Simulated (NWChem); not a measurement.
The numbers come from NWChem runs, not from measurements. System: HBCl, charge 0, spin multiplicity 2, at a geometry optimised with UPBE0/def2-SVP. The structure started from a generated list of species. Its SCF solution wasn't tested for a lower state. Level: UHF/def2-TZVPD.

The NWChem input:

```
start mol
memory heap 200 mb stack 900 mb global 1100 mb
geometry units angstroms nocenter noautoz
  B      1.152957    -0.462696     0.000000
  Cl    -0.463725     0.120702     0.000000
  H      2.118541     0.261542     0.000000
  symmetry group Cs
end
basis spherical
  * library def2-tzvpd
end
scf
  uhf
  nopen 1
  maxiter 100
  thresh 1e-7
  semidirect memsize 60000000 filesize 0
  # guess.movecs holds the orbitals of an unrestricted PBE0 run
  vectors input guess.movecs output mol.movecs
end
task scf energy
```

NWChem printed:

```
             Northwest Computational Chemistry Package (NWChem) 7.3.0
             --------------------------------------------------------

                                NWChem Input Module
                                -------------------

 Scaling coordinates for geometry "geometry" by  1.889725989
 (inverse scale =  0.529177249)

 Turning off AUTOSYM since
 SYMMETRY directive was detected!

                             Geometry "geometry" -> ""
                             -------------------------

 Output coordinates in angstroms (scale by  1.889725989 to convert to a.u.)

  No.       Tag          Charge          X              Y              Z
 ---- ---------------- ---------- -------------- -------------- --------------
    1 B                    5.0000     1.15295700    -0.46269600     0.00000000
    2 Cl                  17.0000    -0.46372500     0.12070200     0.00000000
    3 H                    1.0000     2.11854100     0.26154200     0.00000000

 Effective nuclear repulsion energy (a.u.)      31.8413051694

            Nuclear Dipole moment (a.u.)
            ----------------------------
        X                 Y               Z
 ---------------- ---------------- ----------------
     0.0000018897    -0.0000075589     0.0000000000

      Symmetry information
      --------------------

 Group name             Cs
 Group number              2
 Group order               2
 No. of unique centers     3

      Symmetry unique atoms

     1    2    3


 Summary of "ao basis" -> "" (spherical)
 ------------------------------------------------------------------------------
       Tag                 Description            Shells   Functions and Types
 ---------------- ------------------------------  ------  ---------------------
 *                         def2-tzvpd                 on all atoms

 Summary of "ao basis" -> "ao basis" (spherical)
 ------------------------------------------------------------------------------
       Tag                 Description            Shells   Functions and Types
 ---------------- ------------------------------  ------  ---------------------
 B                         def2-tzvpd               13       37   6s3p3d1f
 Cl                        def2-tzvpd               16       46   6s6p3d1f
 H                         def2-tzvpd                5        9   3s2p

                                 NWChem SCF Module
                                 -----------------

  ao basis        = "ao basis"
  functions       =    92
  atoms           =     3
  alpha electrons =    12
  beta  electrons =    11
  charge          =   0.00
  wavefunction    = UHF
  use symmetry    = T
  symmetry adapt  = T

 Summary of "ao basis" -> "ao basis" (spherical)
 ------------------------------------------------------------------------------
       Tag                 Description            Shells   Functions and Types
 ---------------- ------------------------------  ------  ---------------------
 B                         def2-tzvpd               13       37   6s3p3d1f
 Cl                        def2-tzvpd               16       46   6s6p3d1f
 H                         def2-tzvpd                5        9   3s2p

      Symmetry analysis of basis
      --------------------------

        a'         63
        a"         29

 Forming initial guess at       0.1s

   Symmetry analysis of molecular orbitals - initial alpha
   -------------------------------------------------------

  Numbering of irreducible representations:
[...]
 Vector    9  Occ=1.000000D+00  E=-5.505303D-01  Symmetry=a'
              MO Center=  7.1D-01,  5.2D-02,  1.3D-16, r^2= 2.3D+00
   Bfn.  Coefficient  Atom+Function         Bfn.  Coefficient  Atom+Function
  ----- ------------  ---------------      ----- ------------  ---------------
    54      0.267830  2 Cl py                53     -0.250620  2 Cl px
     7      0.249283  1 B  px                85      0.192970  3 H  s
    10      0.184868  1 B  px

 Vector   10  Occ=1.000000D+00  E=-4.995028D-01  Symmetry=a"
              MO Center= -3.3D-01,  7.8D-02,  1.3D-14, r^2= 1.3D+00
   Bfn.  Coefficient  Atom+Function         Bfn.  Coefficient  Atom+Function
  ----- ------------  ---------------      ----- ------------  ---------------
    55      0.529372  2 Cl pz                58      0.324786  2 Cl pz
    52      0.242247  2 Cl pz                46     -0.192558  2 Cl pz

 Vector   11  Occ=1.000000D+00  E=-4.787782D-01  Symmetry=a'
              MO Center= -1.5D-01,  4.6D-02,  6.4D-15, r^2= 1.8D+00
   Bfn.  Coefficient  Atom+Function         Bfn.  Coefficient  Atom+Function
  ----- ------------  ---------------      ----- ------------  ---------------
    54      0.446310  2 Cl py                57      0.281773  2 Cl py
    53      0.260656  2 Cl px                51      0.204808  2 Cl py
    45     -0.162055  2 Cl py                56      0.159128  2 Cl px

 Vector   12  Occ=0.000000D+00  E= 4.170063D-02  Symmetry=a'
              MO Center=  7.8D-01, -8.8D-01,  1.2D-16, r^2= 1.4D+01
   Bfn.  Coefficient  Atom+Function         Bfn.  Coefficient  Atom+Function
  ----- ------------  ---------------      ----- ------------  ---------------
     6      2.936571  1 B  s                 43     -2.629066  2 Cl s
    13     -1.319380  1 B  px                86      0.730252  3 H  s
    59     -0.664439  2 Cl px                 5     -0.494135  1 B  s
    56     -0.338163  2 Cl px                26     -0.269984  1 B  d -2
     4      0.264831  1 B  s                 60      0.227720  2 Cl py

 Vector   13  Occ=0.000000D+00  E= 6.831532D-02  Symmetry=a"
              MO Center=  9.8D-01, -2.4D-01, -4.0D-13, r^2= 8.5D+00
   Bfn.  Coefficient  Atom+Function         Bfn.  Coefficient  Atom+Function
  ----- ------------  ---------------      ----- ------------  ---------------
    61      0.914081  2 Cl pz                29     -0.486671  1 B  d  1
    75     -0.202474  2 Cl d  1               9      0.181579  1 B  pz
    12      0.182259  1 B  pz                55     -0.167278  2 Cl pz

 Vector   14  Occ=0.000000D+00  E= 7.112964D-02  Symmetry=a'
              MO Center= -1.4D+00,  6.2D-01, -6.4D-15, r^2= 1.3D+01
   Bfn.  Coefficient  Atom+Function         Bfn.  Coefficient  Atom+Function
  ----- ------------  ---------------      ----- ------------  ---------------
     5      3.410249  1 B  s                 43     -3.392414  2 Cl s
    59     -1.767294  2 Cl px                60      1.048906  2 Cl py
    13     -1.018346  1 B  px                56     -0.777152  2 Cl px
     4      0.633075  1 B  s                 14      0.566792  1 B  py
     6      0.506187  1 B  s                 86     -0.446069  3 H  s

 center of mass
 --------------
 x =  -0.05580579 y =  -0.02451605 z =   0.00000000

 moments of inertia (a.u.)
 ------------------
          10.454105940079          26.033038326994           0.000000000000
          26.033038326994          95.121999322221           0.000000000000
           0.000000000000           0.000000000000         105.576105262300

  Mulliken analysis of the total density
  --------------------------------------

    Atom       Charge   Shell Charges
 -----------   ------   -------------------------------------------------------
    1 B    5     4.81   0.92  1.06  0.52  0.59  0.01  0.00  0.77  0.76  0.06  0.04  0.08 -0.00  0.01
    2 Cl  17    17.25   2.01  0.45  1.52  1.08  0.88  0.06  4.18  1.69  1.08  2.85  1.37  0.03  0.01  0.03  0.00  0.00
    3 H    1     0.94   0.25  0.51  0.16  0.01  0.01

  Mulliken analysis of the alpha density
  --------------------------------------

    Atom       Charge   Shell Charges
 -----------   ------   -------------------------------------------------------
    1 B    5     2.87   0.46  0.53  0.31  0.36  0.02  0.00  0.52  0.54  0.07  0.02  0.04  0.00  0.01
    2 Cl  17     8.64   1.01  0.22  0.76  0.54  0.44  0.03  2.09  0.84  0.55  1.43  0.67  0.01  0.01  0.02  0.00  0.00
    3 H    1     0.49   0.13  0.27  0.08  0.01  0.01

   Mulliken analysis of the beta density
   -------------------------------------

    Atom       Charge   Shell Charges
 -----------   ------   -------------------------------------------------------
    1 B    5     1.94   0.46  0.54  0.21  0.22 -0.01 -0.00  0.25  0.22 -0.00  0.02  0.04 -0.00  0.01
    2 Cl  17     8.62   1.01  0.22  0.76  0.54  0.44  0.03  2.09  0.85  0.54  1.41  0.70  0.02  0.01  0.01  0.00  0.00
    3 H    1     0.45   0.12  0.24  0.08  0.01  0.00

   Mulliken analysis of the spin density
   -------------------------------------

    Atom       Charge   Shell Charges
 -----------   ------   -------------------------------------------------------
    1 B    5     0.93   0.00 -0.01  0.10  0.14  0.03  0.00  0.27  0.32  0.07 -0.00  0.00  0.01 -0.00
    2 Cl  17     0.02   0.00  0.00 -0.00  0.00 -0.00  0.00  0.00 -0.00  0.01  0.02 -0.02 -0.00  0.00  0.01  0.00  0.00
    3 H    1     0.05   0.01  0.03  0.00  0.00  0.01

       Multipole analysis of the density wrt the origin
       ------------------------------------------------

     L   x y z        total         alpha         beta         nuclear
     -   - - -        -----         -----         ----         -------
     0   0 0 0     -0.000000    -12.000000    -11.000000     23.000000

     1   1 0 0      0.211584     -0.982164      1.193747      0.000002
     1   0 1 0      0.098025      0.917488     -0.819455     -0.000008
     1   0 0 1     -0.000000      0.000000     -0.000000      0.000000

     2   2 0 0    -14.060860    -36.718160    -30.160384     52.817684
     2   1 1 0      0.239505      7.707575      3.476487    -10.944557
     2   1 0 1      0.000000      0.000000      0.000000      0.000000
     2   0 2 0    -15.536289    -12.940882     -7.546740      4.951333
     2   0 1 1     -0.000000     -0.000000      0.000000      0.000000
     2   0 0 2    -13.737717     -7.429532     -6.308185      0.000000

 Task  times  cpu:        2.9s     wall:        2.9s

 Total times  cpu:        2.9s     wall:        2.9s
```
